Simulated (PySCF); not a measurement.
Precursor series Ti F-NH2. All species are isolated molecules in the gas phase. One relaxed conformer stands for each flexible species; it need not be the lowest.

All values below come from PySCF 2.14.0 with TPSSh-D3(BJ)/def2-TZVP // r2SCAN-D4/def2-SVP. 

```tsv
species	HOMO (eV)	charge on the central atom (meta-Löwdin) (e)
0 of 4 F replaced by NH2 ([Ti(F)4])	-11.39	(withheld)
1 of 4 F replaced by NH2 ([Ti(F)3(NH2)])	-7.70	(withheld)
2 of 4 F replaced by NH2 ([Ti(F)2(NH2)2])	-6.93	1.42
3 of 4 F replaced by NH2	-6.42	1.31
4 of 4 F replaced by NH2	-6.01	1.22
```

Q: What belongs in the gaps?

A: 
- 0 of 4 F replaced by NH2 ([Ti(F)4]), charge on the central atom (meta-Löwdin) (e): 1.65
- 1 of 4 F replaced by NH2 ([Ti(F)3(NH2)]), charge on the central atom (meta-Löwdin) (e): 1.53
